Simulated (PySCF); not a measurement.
# Two-dimensional NMR puzzle

Compound of formula C$_{14}$H$_{12}$. Correlations simulated from computed shifts and couplings:

HSQC (one-bond C–H):
```tsv
δH	δC	$^{1}J$(C,H) (Hz)
7.34	129.2	164
7.27	128.6	166
3.71	39.9	133
```

COSY cross peaks (|J| ≥ 2 Hz):
```tsv
δH	δH	abs. J (Hz)	bonds
7.34	7.27	8.3	3
```

HMBC (two and three bonds, |J| ≥ 2.5 Hz):
```tsv
δH	δC [abs. J in Hz]
7.34	139.6 [6.7], 128.6 [8.1], 39.9 [5.2]
7.27	139.6 [8.2], 129.2 [8.3]
3.71	139.6 [6.1], 129.2 [4.2]
```

Carbons without hydrogens: δ 139.6.

PySCF 2.14.0 with density-fitted response routines calculation with geometry from PBE0-D3(BJ)/def2-SVP, spin–spin couplings from B3LYP/pcJ-1 (without the spin–dipole term) and shieldings: GIAO B97-2/pcSseg-1; no relativistic terms, in vacuum, equivalent nuclei averaged, one conformer.

δ = σ(ref) − σ, references computed at the same level: $^{1}$H (31.38 ppm) and $^{13}$C (183.69 ppm) against TMS.

Exchangeable hydrogens are left out of these lists, and C,H couplings along chains are those of one rotamer, so weak HMBC peaks may be missing or extra.

Work out the connectivity.

Results:

9,10-dihydroanthracene (SMILES c1ccc2c(c1)Cc1ccccc1C2).

Numbering as in the mapped SMILES `[cH:1]1[cH:2][cH:3][c:4]2[c:5]([cH:6]1)[CH2:7][c:8]1[cH:9][cH:10][cH:11][cH:12][c:13]1[CH2:14]2`. Each H is labelled by its parent atom.

- δC 139.6 is C4/C5/C8/C13, a substituted aromatic carbon.
- δC 129.2 is C3/C6/C9/C12, an aromatic CH (δH 7.34).
- δC 128.6 is C1/C2/C10/C11, an aromatic CH (δH 7.27).
- δC 39.9 is C7/C14, an sp3 CH2 on an aromatic ring (δH 3.71).
- HMBC from δH 7.34 reaches the proton-free carbon C4/C5/C8/C13.
- HMBC from δH 7.27 reaches the proton-free carbon C4/C5/C8/C13.
- HMBC from δH 3.71 reaches the proton-free carbon C4/C5/C8/C13.
- COSY links 7.34–7.27.

This is the structure that produced the data.

Unscaled 3J(H,H) at this level run about 10 % above measured values. Shifts are as computed. Against solution values, carbons near 30 ppm lie about +1 ppm off and those near 130 ppm about +2 ppm. Of 1211 compounds with measured shifts, 218 miss one by over three times the rms of a fit or turn the order of signals round; such compounds aren't used in these exercises.
